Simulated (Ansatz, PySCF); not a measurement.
This PySCF input computes a BLYP/def2-TZVPD energy:

```python
from pyscf import gto, scf, dft

mol = gto.M(
    atom='''
    Si   -0.00000000   -0.00000000   -0.51407753
    C     0.00000000    0.00000000    1.19951423
    ''',
    basis='def2-tzvpd',
    charge=0,
    spin=2,
    symmetry='C2v',
    verbose=4,
)

mf = dft.UKS(mol, xc='blyp').density_fit(auxbasis='def2-universal-jkfit')
mf.grids.level = 3
mf.conv_tol = 1e-9
mf.max_cycle = 100
mf.max_memory = 1500
mf.kernel()
if not mf.converged:
    mf = mf.newton()
    mf.kernel(mf.make_rdm1())
mf.analyze()
```

### Question
Write an input for the same energy in Ansatz (an electronic-structure program) and say what it gives.

### Answer

Ansatz 0.2 input:
```yaml
crystal:
  periodic: [false, false, false]
  atoms:
    - {symbol: Si, position_ang: [-0.00000000, -0.00000000, -0.51407753]}
    - {symbol: C, position_ang: [0.00000000, 0.00000000, 1.19951423]}
basis:
  gaussian:
    orbitals: def2-TZVPD
hamiltonian:
  xc: {name: BLYP}
magnetization: {spin_polarized: true, initial_magnetization: 2}
output: {forces: true}
```
It gives -327.39220 Eh, and PySCF -327.39223 Eh, a difference of 0.03 mEh, from the treatment of integrals and grids.
